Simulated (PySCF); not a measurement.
Species: C3H2ClFSe.
Numbering: `[F:1]/[CH:2]=[C:3](/[Cl:4])[CH:5]=[Se:6]` (hydrogens: H7 on C2; H8 on C5)

A GFN2-xTB structure was refined with PBE0-D3(BJ)/def2-SVP geometry optimisation, gas phase in PySCF. Its GFN2-xTB values:

```
  coordinate  GFN2-xTB
       F1–C2   1.347 Å
       C2=C3   1.333 Å
       C2–H7   1.067 Å
      C3–Cl4   1.735 Å
       C3–C5   1.444 Å
      C5=Se6   1.753 Å
       C5–H8   1.107 Å
    F1–C2–C3    121.2°
   C2–C3–Cl4    118.2°
    C2–C3–C5    127.6°
   C3–C5–Se6    126.9°
   Cl4–C3–C5    114.2°
C2–C3–C5–Se6        0°
```

How do these coordinates change at the PBE0-D3(BJ)/def2-SVP level?

```
  coordinate  PBE0-D3(BJ)/def2-SVP (Å or °)  change
       F1–C2                          1.306  -0.041
       C2–H7                          1.094  +0.027
       C2=C3                          1.354  +0.021
      C5=Se6                          1.765  +0.012
       C5–H8                          1.098  -0.009
      C3–Cl4                          1.744  +0.009
       C3–C5                          1.443  -0.001
   C2–C3–Cl4                          115.4    -2.8
    F1–C2–C3                          123.3    +2.1
   Cl4–C3–C5                          116.0    +1.8
   C3–C5–Se6                          128.6    +1.7
    C2–C3–C5                          128.6    +1.0
C2–C3–C5–Se6                             -1      -1
```

The energy falls by 2.1 kcal/mol over 10 energy and gradient evaluations, the largest force component goes from 0.0420 to 3.4e-04 Eh/bohr, and the atoms move by 0.049 Å rms after alignment. The bond that changes most is F1–C2 (vinyl fluorine to vinylic C–F carbon), which shortens by 0.041 Å. Bonds longer at the end by more than 0.005 Å: 4 of 7; shorter: 2. Rotational constants go from 3325, 986.0, 760.5 to 3217, 958.0, 738.2 MHz.

The run used 116 basis functions and 76 SCF cycles in all. Time: 69 s wall; peak memory 0.49 GiB. Hardware: one thread, AMD EPYC 7R43 (x86_64), no GPU, shared host.

Stationary, but not proved a minimum. One conformer, not necessarily the lowest.

The values belong to the conformer `[F:1]/[CH:2]=[C:3](/[Cl:4])[CH:5]=[Se:6]`: C2–C3–C5–Se6 -1°.
